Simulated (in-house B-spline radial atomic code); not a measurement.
# Two electrons outside the [Ar] 3d10 4s2 core: the xenon ion Xe²²⁺

Computed with a B-spline radial code for spherical atoms: configuration interaction (CI) of the two valence electrons in the field of the frozen Dirac-Fock core, alone and with many-body perturbation theory for the core (screened one- and two-electron correlation potentials), Breit and QED terms; no-pair Dirac Hamiltonian, finite nucleus. Labels give the configuration (outer n counted up each series) and the leading LS term, or the jj pair where no LS term holds 70 %.

The outer s² shell of this core is soft: its mixing with p² is only treated to second order, so levels can be several per cent off.

Command:
```bash
python run_mb.py task.json out
```
Settings (nuclear radius in fm, box in bohr, cutoff in hartree):
```
basis_form          3
Z                   54
core_configuration  [Ar] 3d10 4s2
rms_radius          4.7859
mass_number         132
speed_of_light      137.036
box_radius          3.75
lmax                6
intervals           58
virtual_cutoff      5832.0
```

Cost of the run: 2.8 min on 1 thread of Arm Neoverse N1, with other jobs on the host.

Excitation energies (eV):

| level | purity of the LS term | CI alone | CI + MBPT + Breit + QED |
| --- | --- | --- | --- |
| 4p2 3P0 | 0.781 | 0 | 0 |
| 4p2 3P1 | 0.999 | ? | ? |
| 4p2 (1/2,3/2)2 | 0.557 (1D) | 16.908 | 16.397 |
| 4p2 (3/2,3/2)2 | 0.558 (3P) | ? | ? |
| 4p2 1S0 | 0.78 | 38.69 | 38.43 |

(1) Where does 4p2 3P1 lie?

(2) Where does 4p2 (3/2,3/2)2 lie?

(3) What is the first ionisation energy?

Results:

(1) 14.301 eV in CI alone and 14.072 eV with all corrections.

(2) 33.113 eV in CI alone and 32.429 eV with all corrections.

(3) 701.32 eV to the 4p1/2 state of the next ion (700.27 eV from CI alone). NIST lists 700 ± 4 eV (tabulated theory).
